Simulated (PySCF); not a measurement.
**Interval between two levels of Hf²⁺ by level of theory**

Hf²⁺ [Xe] 4f14 5d2 [3F4, M_J = 4] → Hf²⁺ [Xe] 4f14 5d1 6s1 [3D3, M_J = 3], as a difference of total energies. All numbers are calculated (PySCF 2.14, the two-component X2C-1e Hamiltonian, in x2c-TZVPall-2c (11s11p10d2f, 108 functions)). Correlated levels: [Kr] 4d10 4f14 frozen; the 34 highest virtual spinors dropped. "Screened" scales the spin-orbit matrix elements by Boettger's factors to mimic the two-electron term; Breit and QED terms are absent.

```
                    method  interval between two levels (cm⁻¹)
 GHF (screened spin-orbit)                              1438.0
GMP2 (screened spin-orbit)                             -1819.8
```

The labels give the starting determinants; with spin-orbit coupling the two ends relaxed to ⟨J²⟩ = 20.01, ⟨L²⟩ = 12.26, ⟨S²⟩ = 2.08 and ⟨J²⟩ = 12.05, ⟨L²⟩ = 6.17, ⟨S²⟩ = 2.12.
